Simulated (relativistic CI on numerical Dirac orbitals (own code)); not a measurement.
Calculated at this level of theory: Dirac-Coulomb-Breit CI, orbitals from a KLI potential per configuration, QED by a radiative potential, unscaled Slater integrals (own radial code, finite nucleus).

Configurations in the expansion (outside the closed core [Ne]): 3s2.3p6, 3s2.3p5.3d, 3s.3p6.3d, 3s2.3p5.4s, 3s2.3p5.4p, 3s2.3p5.4d, 3s.3p6.4s, 3s2.3p5.4f, 3s.3p6.4p, 3s2.3p5.5s, 3s2.3p5.5p, 3s.3p6.4d, 3s2.3p5.5d, 3p6.3d.4p, 3s2.3p5.5f, 3s2.3p5.5g, 3s.3p6.4f, 3s2.3p5.6s, 3s2.3p5.6p, 3s2.3p5.6d, 3s.3p6.5s, 3s.3p6.5p, 3s.3p6.5d, 3p6.3d2, 3p5.3d3, 3p5.3d2.4s, 3p5.3d2.4p, 3p5.3d2.4d, 3p6.3d.4s, 3p5.3d.4s2, 3p5.3d.4s.4p, 3p5.3d.4s.4d. Double excitations out of closed p, d and f shells are left out; levels of such configurations are missing from the list, as are those of other unlisted configurations, and high levels can miss mixing partners. These lack a partner that the ground configuration has and come out too high: 3s2.3p5.4f, 3s2.3p5.5s, 3s2.3p5.5p, 3s2.3p5.5d, 3s2.3p5.5f.

At this charge energies of transitions that change n are usually good to better than 1 %, and those within a shell (Δn = 0) to a few per cent.

Outline of the computed level scheme of Co X. Lowest level of each configuration: 3s2.3p6 1S_0 at 0.000 eV; 3s2.3p5.3d 3P°_0 at 53.533 eV; 3s.3p6.3d 3D_1 at 104.741 eV; 3s2.3p5.4s 3P°_2 at 136.036 eV; 3s2.3p5.4p 3S_1 at 147.198 eV; 3s2.3p5.4d 3P°_0 at 168.909 eV; 3s2.3p5.4f 3D_1 at 184.950 eV.

Some strong electric-dipole decays among the lowest 45 levels: 3s2.3p5.3d 1P°_1 → 3s2.3p6 1S_0 (3.6e+11 s⁻¹); 3s2.3p5.4d 1P°_1 → 3s2.3p6 1S_0 (2.3e+11 s⁻¹); 3s2.3p5.4f 3D_2 → 3s2.3p5.3d 3P°_1 (2.0e+11 s⁻¹); 3s2.3p5.4f 3D_1 → 3s2.3p5.3d 3P°_0 (1.6e+11 s⁻¹); 3s2.3p5.4f 3D_1 → 3s2.3p5.3d 3P°_1 (1.3e+11 s⁻¹); 3s2.3p5.4d 3D°_1 → 3s2.3p6 1S_0 (8.8e+10 s⁻¹); 3s2.3p5.4f 3D_2 → 3s2.3p5.3d 3P°_2 (8.5e+10 s⁻¹); 3s2.3p5.4s 1P°_1 → 3s2.3p6 1S_0 (6.6e+10 s⁻¹).

LS names give the leading component of a level, which can be under half, so a name can repeat, a term be missing and a line seem to break the LS rules.
